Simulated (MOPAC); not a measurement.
A run for MOPAC: PM7 on CH4O2 (a complex), monomers drawn apart or pushed together.

```
PM7 1SCF PRECISE CHARGE=0 THREADS=1
CH4O2

O     -0.15034444 1     0.43763072 1    -0.11457981 1
H      0.49207440 1     0.16848233 1    -0.77929745 1
H     -0.52355021 1    -0.38205229 1     0.22990852 1
C     -0.05473217 1     0.29163317 1     4.93663248 1
O     -0.45862927 1    -0.82890793 1     5.09733562 1
H      1.02476882 1     0.53156661 1     4.93782827 1
H     -0.73681827 1     1.14715762 1     4.78523268 1
```

The log:

```
*******************************************************************************
 **                                                                           **
 **                              MOPAC v23.2.5                                **
 **                                                                           **
 *******************************************************************************
 ** MOPAC's Digital Object Identifier: https://doi.org/10.5281/zenodo.6511958 **
 **                                                                           **
 ** Please cite the open-source release paper for use of this MOPAC version:  **
 ** J. E. Moussa and J. J. P. Stewart (2026)                                  **
 ** MOPAC: An open-source semiempirical molecular orbital program             **
 ** J. Open Source Softw., 11(119), 8025, https://doi.org/10.21105/joss.08025 **
 *******************************************************************************

                              PM7 CALCULATION RESULTS

 *******************************************************************************
 *  PM7        - The PM7 Hamiltonian to be used
 *
 *
 *
 *                 CHARGE ON SYSTEM = 0
 *
 *
 *
 *  PRECISE    - TIGHTER CRITERIA TO BE USED
 *  1SCF       - DO 1 SCF AND THEN STOP
 *  THREADS=1  - MULTI-THREADING NOT USED
 *  T=         - A TIME OF 172800.0 SECONDS REQUESTED
 *  DUMP=N     - RESTART FILE WRITTEN EVERY 7200.0 SECONDS REQUESTED
 *******************************************************************************
PM7 1SCF PRECISE CHARGE=0 THREADS=1
 CH4O2

   ATOM   CHEMICAL          X               Y               Z
  NUMBER   SYMBOL      (ANGSTROMS)     (ANGSTROMS)     (ANGSTROMS)

     1       O         -0.15034444  *   0.43763072  *  -0.11457981  *
     2       H          0.49207440  *   0.16848233  *  -0.77929745  *
     3       H         -0.52355021  *  -0.38205229  *   0.22990852  *
     4       C         -0.05473217  *   0.29163317  *   4.93663248  *
     5       O         -0.45862927  *  -0.82890793  *   5.09733562  *
     6       H          1.02476882  *   0.53156661  *   4.93782827  *
     7       H         -0.73681827  *   1.14715762  *   4.78523268  *



          CARTESIAN COORDINATES

    NO.       ATOM           X           Y           Z

     1         O         -0.1503      0.4376     -0.1146
     2         H          0.4921      0.1685     -0.7793
     3         H         -0.5236     -0.3821      0.2299
     4         C         -0.0547      0.2916      4.9366
     5         O         -0.4586     -0.8289      5.0973
     6         H          1.0248      0.5316      4.9378
     7         H         -0.7368      1.1472      4.7852

 General Reference for PM7:
 "Optimization of Parameters for Semiempirical Methods VI: More Modifications to the
 NDDO Approximations and Re-optimization of Parameters", J. J. P. Stewart, J. Mol. Mod., 1:32, 19 (2013)
 https://link.springer.com/article/10.1007/s00894-012-1667-x

           Empirical Formula: C H4 O2  =     7 atoms



      MOLECULAR POINT GROUP   :   C1


      RHF CALCULATION, NO. OF DOUBLY OCCUPIED LEVELS = 10


 -------------------------------------------------------------------------------
 PM7 1SCF PRECISE CHARGE=0 THREADS=1
 CH4O2



     1SCF WAS SPECIFIED, SO BFGS WAS NOT USED
     SCF FIELD WAS ACHIEVED


                              PM7 CALCULATION
                                                       MOPAC v23.2.5 Linux




          FINAL HEAT OF FORMATION =        -83.78421 KCAL/MOL =    -350.55315 KJ/MOL


          COSMO AREA              =        104.33 SQUARE ANGSTROMS
          COSMO VOLUME            =         73.12 CUBIC ANGSTROMS

          IONIZATION POTENTIAL    =         10.288590 EV
          HOMO LUMO ENERGIES (EV) =        -10.289  0.485
          NO. OF FILLED LEVELS    =         10
          MOLECULAR WEIGHT        =         48.0414         POINT GROUP:  C1

          MOLECULAR DIMENSIONS (Angstroms)

            Atom       Atom       Distance
            O     5    H     2     6.03601
            H     3    H     6     2.80191
            H     7    O     5     1.73918


          SCF CALCULATIONS        =          1





   ATOM   CHEMICAL          X               Y               Z
  NUMBER   SYMBOL      (ANGSTROMS)     (ANGSTROMS)     (ANGSTROMS)

     1       O         -0.15034444  *   0.43763072  *  -0.11457981  *
     2       H          0.49207440  *   0.16848233  *  -0.77929745  *
     3       H         -0.52355021  *  -0.38205229  *   0.22990852  *
     4       C         -0.05473217  *   0.29163317  *   4.93663248  *
     5       O         -0.45862927  *  -0.82890793  *   5.09733562  *
     6       H          1.02476882  *   0.53156661  *   4.93782827  *
     7       H         -0.73681827  *   1.14715762  *   4.78523268  *

                             CARTESIAN COORDINATES

   1    O       -0.150344440     0.437630720    -0.114579810
   2    H        0.492074400     0.168482330    -0.779297450
   3    H       -0.523550210    -0.382052290     0.229908520
   4    C       -0.054732170     0.291633170     4.936632480
   5    O       -0.458629270    -0.828907930     5.097335620
   6    H        1.024768820     0.531566610     4.937828270
   7    H       -0.736818270     1.147157620     4.785232680


           Empirical Formula: C H4 O2  =     7 atoms



      MOLECULAR POINT GROUP   :   C1


                  EIGENVALUES
 -31.14952 -29.48842 -22.94396 -17.80995 -16.67754 -14.90289 -14.25958 -14.14182
 -12.13972 -10.28859   0.48539   3.94176   4.43062   4.94967   5.03230   6.24805


              NET ATOMIC CHARGES AND DIPOLE CONTRIBUTIONS

  ATOM NO.   TYPE          CHARGE      No. of ELECS.   s-Pop       p-Pop
    1          O          -0.653557        6.6536     1.81879     4.83477
    2          H           0.326051        0.6739     0.67395
    3          H           0.327506        0.6725     0.67249
    4          C           0.206135        3.7939     1.15444     2.63942
    5          O          -0.407439        6.4074     1.87664     4.53079
    6          H           0.099284        0.9007     0.90072
    7          H           0.102020        0.8980     0.89798
 DIPOLE           X         Y         Z       TOTAL
 POINT-CHG.     1.390     1.016    -0.887     1.937
 HYBRID         0.005    -0.500    -0.063     0.504
 SUM            1.395     0.515    -0.950     1.764


          ATOMIC ORBITAL ELECTRON POPULATIONS

     Atom    s        px        py        pz
    1  O   1.81879   1.68793   1.46680   1.68004
    2  H   0.67395
    3  H   0.67249
    4  C   1.15444   1.04881   0.90434   0.68627
    5  O   1.87664   1.86705   1.34079   1.32295
    6  H   0.90072
    7  H   0.89798

 **********************
 *                    *
 * JOB ENDED NORMALLY *
 *                    *
 **********************




 == MOPAC DONE ==
```

The run finished.

Cost: roughly 0.010 core-seconds.
